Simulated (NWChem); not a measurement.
The numbers come from NWChem runs, not from measurements. System: CH6OPbSi, charge 0, spin multiplicity 1, at a geometry optimised with B3LYP/def2-SVP with def2 effective core potentials on Pb. The structure started from a generated list of species. Level: RHF/def2-TZVP with def2 effective core potentials on Pb.

Output (cleaned and shortened):

```
             Northwest Computational Chemistry Package (NWChem) 7.3.0
             --------------------------------------------------------

                                NWChem Input Module
                                -------------------

 Scaling coordinates for geometry "geometry" by  1.889725989
 (inverse scale =  0.529177249)

                             Geometry "geometry" -> ""
                             -------------------------

 Output coordinates in angstroms (scale by  1.889725989 to convert to a.u.)

  No.       Tag          Charge          X              Y              Z
 ---- ---------------- ---------- -------------- -------------- --------------
    1 Pb                  82.0000     0.10973600     0.18872500     0.57412500
    2 O                    8.0000     1.64235700    -0.37853400    -0.77709300
    3 C                    6.0000     1.59284400    -0.82572500    -2.09879300
    4 H                    1.0000     0.56564900    -0.90139100    -2.51186700
    5 H                    1.0000     2.16394700    -0.14645300    -2.76334200
    6 H                    1.0000     2.05731900    -1.82826400    -2.19000900
    7 Si                  14.0000    -2.06639300    -0.25697900    -1.16452600
    8 H                    1.0000    -2.16901800    -1.67838800    -1.63428500
    9 H                    1.0000    -2.02205500     0.60163500    -2.39449600
   10 H                    1.0000    -3.36056400     0.05770200    -0.47139300

 Effective nuclear repulsion energy (a.u.)     619.3757764589

            Nuclear Dipole moment (a.u.)
            ----------------------------
        X                 Y               Z
 ---------------- ---------------- ----------------
     0.0000907068    -0.0000699199    -0.0000151178


 Summary of "ao basis" -> "" (spherical)
 ------------------------------------------------------------------------------
       Tag                 Description            Shells   Functions and Types
 ---------------- ------------------------------  ------  ---------------------
 *                         def2-tzvp                  on all atoms

 Summary of "ao basis" -> "ao basis" (spherical)
 ------------------------------------------------------------------------------
       Tag                 Description            Shells   Functions and Types
 ---------------- ------------------------------  ------  ---------------------
 Pb                        def2-tzvp                16       50   6s5p3d2f
[...]
    62      0.258154   2 O  px                6      0.158086   1 Pb s
   114      0.158617   4 H  s               115      0.156501   4 H  s

 Vector   28  Occ=2.000000D+00  E=-3.045077D-01
              MO Center= -7.4D-01,  3.7D-02, -4.0D-02, r^2= 4.4D+00
   Bfn.  Coefficient  Atom+Function         Bfn.  Coefficient  Atom+Function
  ----- ------------  ---------------      ----- ------------  ---------------
    18      0.269717   1 Pb pz                5      0.254706   1 Pb s
   145     -0.248702   7 Si px                6      0.237753   1 Pb s
    12     -0.227428   1 Pb pz              135     -0.219043   7 Si s
    16      0.204459   1 Pb px                3     -0.192165   1 Pb s
   147     -0.190794   7 Si pz               10     -0.166387   1 Pb px

 Vector   29  Occ=0.000000D+00  E=-6.349982D-03
              MO Center= -4.5D-02,  2.0D-01,  5.8D-01, r^2= 5.3D+00
   Bfn.  Coefficient  Atom+Function         Bfn.  Coefficient  Atom+Function
  ----- ------------  ---------------      ----- ------------  ---------------
    20      0.577302   1 Pb py               17      0.311936   1 Pb py
    11     -0.301003   1 Pb py               14      0.215678   1 Pb py
    21     -0.197731   1 Pb pz

 Vector   30  Occ=0.000000D+00  E= 6.453643D-02
              MO Center= -2.8D-01,  3.5D-01,  9.6D-01, r^2= 7.5D+00
   Bfn.  Coefficient  Atom+Function         Bfn.  Coefficient  Atom+Function
  ----- ------------  ---------------      ----- ------------  ---------------
    19      0.973537   1 Pb px               86     -0.617169   3 C  s
    21     -0.595693   1 Pb pz              135      0.331740   7 Si s
    20     -0.269244   1 Pb py                5      0.190328   1 Pb s
    10     -0.177319   1 Pb px               13      0.170587   1 Pb px

 Vector   31  Occ=0.000000D+00  E= 7.868754D-02
              MO Center= -4.6D-02,  3.6D-01,  1.0D+00, r^2= 1.1D+01
   Bfn.  Coefficient  Atom+Function         Bfn.  Coefficient  Atom+Function
  ----- ------------  ---------------      ----- ------------  ---------------
    21      1.243454   1 Pb pz              135      1.150738   7 Si s
     6     -0.957552   1 Pb s               148      0.821166   7 Si px
    19      0.657627   1 Pb px              150      0.454041   7 Si pz
    86      0.404934   3 C  s                20      0.380806   1 Pb py
    16      0.255088   1 Pb px                3      0.226721   1 Pb s

 center of mass
 --------------
 x =   0.05325137 y =   0.08519271 z =   0.26002117

 moments of inertia (a.u.)
 ------------------
         778.772315971070          33.149956511922         -60.344053326478
          33.149956511922        1486.897897085035        -224.061374038271
         -60.344053326478        -224.061374038271         898.080812518845

  Mulliken analysis of the total density
  --------------------------------------

    Atom       Charge   Shell Charges
 -----------   ------   -------------------------------------------------------
    1 Pb  22    21.28   0.06 -0.59  1.78  0.76  1.08  0.75 -0.62  6.56  0.45  0.78  0.14  9.11  0.88  0.10  0.04  0.00
    2 O    8     8.72   0.79  1.18  0.55  0.96  0.36  1.83  2.07  0.95  0.00  0.02  0.00
    3 C    6     6.03   0.85  1.12  0.48  0.63  0.08  1.19  1.26  0.26  0.03  0.10  0.01
    4 H    1     0.94   0.27  0.51  0.15  0.02
    5 H    1     0.92   0.27  0.50  0.12  0.02
    6 H    1     0.92   0.27  0.50  0.12  0.02
    7 Si  14    14.04   2.00  0.58  1.39  0.81  0.55  4.12  1.73  0.51  1.54  0.55  0.10  0.14  0.02
    8 H    1     1.04   0.23  0.56  0.24  0.01
    9 H    1     1.04   0.23  0.56  0.24  0.01
   10 H    1     1.06   0.24  0.56  0.26  0.01

       Multipole analysis of the density wrt the origin
       ------------------------------------------------

     L   x y z        total         open         nuclear
     -   - - -        -----         ----         -------
     0   0 0 0     -0.000000      0.000000     56.000000

     1   1 0 0     -0.367254      0.000000    -12.442168
     1   0 1 0      0.298377      0.000000    -21.398382
     1   0 0 1      0.800146      0.000000    -65.096351

     2   2 0 0    -49.197185      0.000000    450.554653
     2   1 1 0      0.078848      0.000000    -26.187414
     2   1 0 1     -1.748370      0.000000     10.254054
     2   0 2 0    -39.678604      0.000000     51.080969
     2   0 1 1     -0.944065      0.000000     97.392582
     2   0 0 2    -42.462144      0.000000    303.062963

 Task  times  cpu:      145.8s     wall:      145.8s

 Total times  cpu:      145.8s     wall:      145.8s
```

### Question
Write an NWChem input that would produce this output.

### Answer
Several could match; the one computed here: 
```
start mol
memory heap 200 mb stack 800 mb global 1000 mb
geometry units angstroms nocenter noautoz noautosym
  Pb     0.109736     0.188725     0.574125
  O      1.642357    -0.378534    -0.777093
  C      1.592844    -0.825725    -2.098793
  H      0.565649    -0.901391    -2.511867
  H      2.163947    -0.146453    -2.763342
  H      2.057319    -1.828264    -2.190009
  Si    -2.066393    -0.256979    -1.164526
  H     -2.169018    -1.678388    -1.634285
  H     -2.022055     0.601635    -2.394496
  H     -3.360564     0.057702    -0.471393
end
basis spherical
  * library def2-tzvp
end
ecp
  Pb library def2-ecp
end
scf
  rhf
  nopen 0
  maxiter 100
  thresh 1e-7
  semidirect memsize 60000000 filesize 0
end
task scf energy
```
